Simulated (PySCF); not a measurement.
TDDFT excited states: C5H14BNO

C5H14BNO.
Numbering: `[CH3:1][CH:2]([CH3:3])[O:4][BH:5][N:6]([CH3:7])[CH3:8]` (hydrogens: H9, H10, H11 on C1; H12 on C2; H13, H14, H15 on C3; H16 on B5; H17, H18, H19 on C7; H20, H21, H22 on C8)

Geometry (PBE0-D3(BJ)/def2-SVP, Å), atoms numbered from 1 in this order:
```xyz
22
C5H14BNO angstrom
C     -2.537   -0.892   -0.031
C     -1.723    0.232    0.583
C     -2.392    1.586    0.439
O     -0.457    0.295   -0.045
B      0.645   -0.307    0.489
N      1.862   -0.282   -0.216
C      3.065   -0.878    0.298
C      1.996    0.347   -1.504
H     -2.670   -0.720   -1.111
H     -3.532   -0.960    0.435
H     -2.027   -1.858    0.102
H     -1.577    0.017    1.658
H     -2.538    1.828   -0.626
H     -3.373    1.595    0.936
H     -1.767    2.373    0.885
H      0.590   -0.858    1.570
H      3.448   -1.668   -0.376
H      2.872   -1.331    1.280
H      3.872   -0.132    0.416
H      2.323   -0.377   -2.274
H      2.744    1.161   -1.480
H      1.031    0.770   -1.811
```

Method used: TDDFT wB97X-D/def2-SVPD, vertical, gas phase, core orbitals frozen in the response (PySCF 2.14.0, density-fitted response routines).

| state | E (eV) | E (kJ/mol) | λ (nm) | f | \|μ\| (D) | main configurations (H = HOMO, L = LUMO) |
| --- | --- | --- | --- | --- | --- | --- |
| S1 | 6.55 | 632 | 189.4 | 0.0089 | 0.60 | H→L (78%), H→L+2 (12%) |
| S2 | 6.95 | 670 | 178.4 | 0.288 | 3.31 | H→L+1 (81%), H→L+2 (9%) |
| S3 | 7.59 | 732 | 163.4 | 0.011 | 0.63 | H→L+2 (54%), H→L+4 (17%), H→L (10%) |
| S4 | 7.74 | 747 | 160.2 | 0.0091 | 0.56 | H→L+3 (79%), H→L+4 (12%) |
| S5 | 8.17 | 788 | 151.8 | 0.0011 | 0.19 | H-1→L+1 (33%), H→L+7 (26%), H→L+6 (19%) |
| S6 | 8.25 | 796 | 150.2 | 0.029 | 0.96 | H-1→L+1 (38%), H→L+7 (25%), H→L+6 (15%) |
| S7 | 8.36 | 806 | 148.4 | 0.011 | 0.59 | H→L+4 (36%), H→L+8 (14%) |
| S8 | 8.63 | 833 | 143.6 | 0.016 | 0.69 | H→L+6 (30%), H→L+7 (27%), H→L+10 (8%) |
| S9 | 8.71 | 840 | 142.4 | 0.028 | 0.92 | H-1→L (52%), H→L+5 (10%) |
| S10 | 8.78 | 848 | 141.1 | 0.025 | 0.87 | H→L+5 (30%), H-1→L (28%), H→L+10 (10%) |

Triplets, Tamm–Dancoff:

| state | E (eV) | λ (nm) | main configurations (H = HOMO, L = LUMO) |
| --- | --- | --- | --- |
| T1 | 5.81 | 213.3 | H→L+1 (73%), H→L+5 (8%) |
| T2 | 6.54 | 189.6 | H→L (78%), H→L+2 (13%) |
| T3 | 7.55 | 164.3 | H→L+2 (53%), H→L+4 (20%), H→L (10%) |
| T4 | 7.72 | 160.7 | H→L+3 (77%), H→L+4 (12%) |

The lowest singlet lies at 6.55 eV (189 nm, vacuum ultraviolet) and is weak; its leading configuration is HOMO→LUMO (78%). The strongest level in the table is S2 at 6.95 eV (178 nm, f = 0.288). Löwdin shares by element: HOMO nitrogen 47%, carbon 16% or more, oxygen 12% (atoms not listed hold the other 25%); LUMO boron 42%, carbon 18% or more (atoms not listed hold the other 40%). Orbital energies (eV): HOMO-3 -11.34, HOMO-2 -10.69, HOMO-1 -10.44, HOMO -8.43, LUMO 2.08, LUMO+1 2.69, LUMO+2 2.72. Weighted by f, the mean energy of these states is 7.38 eV. Of the 10 states listed, 7 reach f = 0.01 and none stays under 0.0005. The vertical ionisation energy is 8.53 eV (ΔSCF), so S8 and higher lie in the continuum; a finite Gaussian basis only mimics such states. The window holds the lowest 10 singlets.

Time: 2.6 min of wall time (grids of density and orbitals included); peak memory 1.3 GiB. Hardware: an Arm Neoverse V1 with one thread, on a shared host.

One conformer stands for the species.
